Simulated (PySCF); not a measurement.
## Polarisability and C₆ of B⁻ (boron, charge -1)

[He] 2s2 2p2, high-spin 3P determinant. Computed with PySCF 2.14 in dyall-av3z (15s9p3d2f, 71 functions), with the spin-free X2C one-electron Hamiltonian (Gaussian nucleus). Coupled (time-dependent) response in atomic units; α is the mean over directions.

| method | mean α (bohr³) | α xx, yy, zz | C₆ (like pair) | S(−4) |
| --- | --- | --- | --- | --- |
| UHF | 119.4 | 53.56, 152.3, 152.3 | 1191 | 18540 |
| wB97M-V | 151.6 | 63.12, 195.8, 195.8 | 1559 | 37050 |

S(−4) is the Cauchy moment in α(ω) = α(0) + S(−4) ω² + …

α(iu) at UHF:

```
u (hartree)  α(iu) (bohr³)
          0          119.4
     0.0500          90.51
      0.100          62.30
      0.200          35.11
      0.300          21.90
      0.500          10.48
      0.750          5.394
       1.00          3.279
       1.50          1.589
       2.00         0.9411
       3.00         0.4470
       5.00         0.1753
```

A single London oscillator, α(iu) = α/(1 + u²/ω²), gives C₆ = (3/4) ω α². Matching the computed C₆ needs ω = 4 × 1191 / (3 × 119.4²) = 0.111 hartree.

For an ion, C₆ is the dispersion term alone; charge-induced terms of lower order in 1/R come first.

The components differ because the open shell of this determinant is not spherical; for a pure term their mean is the scalar polarisability.
